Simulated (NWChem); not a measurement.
System: AlSiNH$_{6}$O$_{5}$; SMILES [OH][Al]([OH])[NH][Si](O)(O)O

NWChem input:

```
start job
memory heap 200 mb stack 900 mb global 1100 mb
geometry units angstroms noautosym nocenter noautoz
  Si     0.012534     1.267239     0.054320
  O      1.550467     0.766791    -0.432633
  O     -0.587551     2.207552    -1.190607
  O      0.019072     2.316489     1.361881
  N     -0.794304    -0.212531     0.390902
  Al    -0.198971    -1.863235    -0.044688
  O     -1.290365    -3.157705     0.225192
  O      1.386861    -2.077950    -0.660764
  H      1.960816     1.405143    -1.042858
  H     -0.963022     3.050179    -0.881838
  H      0.166586     1.874250     2.215598
  H     -1.737586    -0.129067     0.783722
  H     -1.040030    -4.071049     0.017866
  H      1.834082    -1.206387    -0.719282
end
basis spherical
  Si library 6-31g*
  O library 6-31g*
  N library 6-31g*
  Al library 6-31g*
  H library 6-31g*
end
dft
  xc hfexch
  iterations 150
  mulliken
end
task dft energy
esp
  recalculate
  probe 0.07
  range 0.3
  factor 1.0
  spacing 0.02
end
task esp
```

The geometry was optimised at PBE-D3(BJ)/def2-SVP. Not confirmed as a minimum by frequencies.

Atomic charges in e: unrestrained fits to the electrostatic potential beside Mulliken populations; buried atoms are poorly determined by the fit.

Atoms are numbered as in the input.

### Question
Predict the main results of this run. (Hartree-Fock/6-31G* (spherical d).) Quantities: ESP Si1; Mulliken Si1; ESP O2; Mulliken O2; ESP O3; Mulliken O3; ESP O4; Mulliken O4; ESP N5; Mulliken N5; relative RMS misfit of the potential (%).

### Answer
| Property | Result |
|---|---|
| ESP Si1 | 1.57 |
| Mulliken Si1 | 1.62 |
| ESP O2 | -0.89 |
| Mulliken O2 | -0.94 |
| ESP O3 | -0.86 |
| Mulliken O3 | -0.90 |
| ESP O4 | -0.88 |
| Mulliken O4 | -0.90 |
| ESP N5 | -1.26 |
| Mulliken N5 | -1.14 |
| relative RMS misfit of the potential (%) | 15 |
